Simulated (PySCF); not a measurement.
Computed shifts of a molecule C2H9FOSi2, PBE0/pcSseg-1 (PySCF), GIAO, gas phase, atoms alike by connectivity averaged where their shifts nearly agree, in ppm (number of nuclei): ¹³C: 58.2 (1), -10.2 (1). ²⁹Si: 11.0 (1), -76.0 (1). ¹⁹F: -169.9 (1). ¹H: 5.64 (1), 4.14 (3), 3.87 (2), 0.64 (3). References: ¹³C against TMS (σ = 186.3 ppm); ¹⁷O against H2O (σ = 334.2 ppm); ²⁹Si against TMS (σ = 352.7 ppm); ¹⁹F against CFCl3 (σ = 167.2 ppm); ¹H against TMS (σ = 31.56 ppm), references at their B3LYP-D3(BJ)/def2-TZVP geometries, non-relativistic. Geometry: B3LYP-D3(BJ)/def2-SVP. One conformer was computed; it need not be the lowest.

**Question.** Which molecule gave these data?
(A) CO[Si@H](F)[SiH2]C
(B) C[SiH2]OC[SiH2]F
(C) C[Si@@H](F)[C@@H](O)[SiH3]
(D) C[Si@H](O)[Si@H](C)F

**Answer.** A, CO[Si@H](F)[SiH2]C
